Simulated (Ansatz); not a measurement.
AlH6NSSi (`N[SiH2][S][AlH2]`). Charge 0, multiplicity 1.

```tsv
atom	x (Å)	y (Å)	z (Å)
N1	-1.071	0.360	1.336
Si2	-1.180	-0.370	-0.206
S3	0.032	0.469	-1.784
Al4	1.978	0.116	-0.888
H5	-0.295	0.137	1.939
H6	-1.393	1.303	1.484
H7	-0.814	-1.795	-0.030
H8	-2.565	-0.214	-0.706
H9	3.263	0.594	-1.671
H10	2.046	-0.600	0.526
```

List the harmonic frequencies (cm⁻¹, unscaled) at PBE0-D4/def2-TZVP in Ansatz. (Estimate.)

The calculation gave: 53, 116, 173, 229, 258, 394, 463, 484, 515, 544, 587, 751, 772, 861, 887, 910, 930, 1581, 1921, 1954, 2240, 2248, 3601, 3697.

Is this a minimum?

Yes, all 24 modes are real.

Give the ideal-gas thermochemistry at 298.15 K and 1 bar (rigid rotor, harmonic oscillator; point group C1, symmetry number 1).

Zero-point energy 156.5 kJ/mol; H(298) − E = 179.3 kJ/mol; entropy 360.6 J/(mol·K), of which translation 167.2, rotation 114.0, vibration 79.4; G(298) − E = 71.8 kJ/mol. Modes under 100 cm⁻¹ are hindered rotations or soft bends, so the harmonic entropy is rough.

And at 400, 500, 600, 800 and 1000 K?


| T (K) | H − E (kJ/mol) | S (J/mol/K) | G − E (kJ/mol) |
| --- | --- | --- | --- |
| 400 | 192.5 | 398.3 | 33.1 |
| 500 | 207.0 | 430.7 | -8.3 |
| 600 | 222.8 | 459.4 | -52.9 |
| 800 | 257.1 | 508.6 | -149.8 |
| 1000 | 294.1 | 549.9 | -255.8 |
